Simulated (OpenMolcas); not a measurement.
**Ru3+: ligand-field states by method**

Ru3+ with 6 ligands (fluoride, chloride on the axis) in tetragonal octahedral coordination (D4h) at 1.99 Å, the axial distance 2.440 Å. A charge of +0.5 e stands 3.2 Å behind each ligand. Ligand basis ANO-RCC-VDZP.
```
Ru    0.0000    0.0000    0.0000
F     1.9900    0.0000    0.0000
F     0.0000    1.9900    0.0000
F    -1.9900    0.0000    0.0000
F     0.0000   -1.9900    0.0000
Cl    0.0000    0.0000    2.4397
Cl    0.0000    0.0000   -2.4397
```

* Program: OpenMolcas 26.06
* Basis: ANO-RCC-VDZP [6s5p3d1f]
* Scalar Hamiltonian: DKH2, point nucleus
* Active space: 5 electrons in 5 orbitals (4d)
* State averaging: 2S+1 = 6 even, 1 root; 2S+1 = 4 even, 24 roots; 2S+1 = 2 even, 75 roots
* Spin-orbit coupling: RASSI with atomic mean-field integrals over the reference wave functions

I. CASSCF
II. SS-CASPT2, IPEA 0.25 Eh, imaginary shift 0.1 Eh (closed shells correlated: 4s 4p and the ligand valence shells)

Spin-free states (labels of D4, the rotations of D4h) in cm-1, each column counted from its own energy of the first state listed:

```tsv
State	Degeneracy	I	II
2S+1 = 2	1	0	0
2S+1 = 6	1	588	11040
2E	2	3333	3830
4E	2	4052	7240
2S+1 = 4	1	4098	8490
4E	2	13323	17180
2S+1 = 2	1	15075	16660
2E	2	15784	16330
2S+1 = 2	1	17120	18270
2S+1 = 2	1	17412	18660
2E	2	19018	18950
2S+1 = 4	1	19076	23120
2S+1 = 2	1	19292	18620
2S+1 = 4	1	20066	23980
2S+1 = 2	1	22195	23660
2S+1 = 4	1	23541	28810
2S+1 = 4	1	24160	29230
2E	2	25411	26120
4E	2	25928	30270
2S+1 = 4	1	27696	31720
```

From I to II, I's first state of the same spin (2E) moves from 3333 to 3830 cm-1, by about +500 cm-1.

From I to II, I's first state of another spin (2S+1 = 6) moves from 588 to 11040 cm-1, by about +10000 cm-1. In II another state of that kind comes below it.

χT at 300 K: I 0.95, II 0.61 cm3 K/mol.

Over all roots computed the reference weight is 0.68 to 0.69 in II; a low but even weight reflects the number of correlated electrons. This shell can be high or low spin here, a state of another spin lies low, and with metal d orbitals alone active their balance is uncertain, so the ground spin may be wrong, although the usual error favours high spin. The least metal-like active orbital is 78 % on the metal (Löwdin) and no ligand orbital is active, so the numbers are rough. Ligand-to-metal charge-transfer states are missing. With no ligand orbital active B as a rule stays too high, so bands that hang on it stand too high and its fall with covalency is understated. Spin-orbit coupling mixes the spin-free states strongly: the lowest level takes only 70 % from its leading state, 2S+1 = 2 (holds for I). Without dynamic correlation the repulsion within the d shell is too large (B by tens of per cent), so at a given field states of lower spin stand too high (holds for I). With metal d orbitals alone the field can be off either way by tens of per cent (holds for I). With one d shell and no ligand orbital active, 10Dq can be off by a tenth or more (holds for II). No measured value stands beside these numbers; the geometry is a model, was not optimised and need not be the one that this ion takes.
